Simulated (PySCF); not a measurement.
[Cs3Te]+: breathing scan

Method: PBE0/[Te def2-TZVP with ECP28, Cs def2-TZVP with ECP46], scalar-relativistic core potentials, density fitting, no spin–orbit coupling, PySCF.

Rigid scan from the singlet minimum (Te–Cs 3.443 Å (×3); Cs–Te–Cs 120.0° (×3)). Coordinate: all bonds to the central atom scaled together. Energies in kJ/mol from the minimum.

```json
{"scale of all bonds to the centre": "0.88", "E (kJ/mol)": "100.1"}
{"scale of all bonds to the centre": "0.92", "E (kJ/mol)": "38.5"}
{"scale of all bonds to the centre": "0.96", "E (kJ/mol)": "8.4"}
{"scale of all bonds to the centre": "1.00", "E (kJ/mol)": "0.0"}
{"scale of all bonds to the centre": "1.04", "E (kJ/mol)": "6.3"}
{"scale of all bonds to the centre": "1.08", "E (kJ/mol)": "22.2"}
{"scale of all bonds to the centre": "1.14", "E (kJ/mol)": "57.2"}
{"scale of all bonds to the centre": "1.22", "E (kJ/mol)": "113.7"}
{"scale of all bonds to the centre": "1.35", "E (kJ/mol)": "209.1"}
```

At long bonds a restricted determinant can lie too high, and another spin state can fall below this curve.

Other isomers or separated fragments may lie lower.
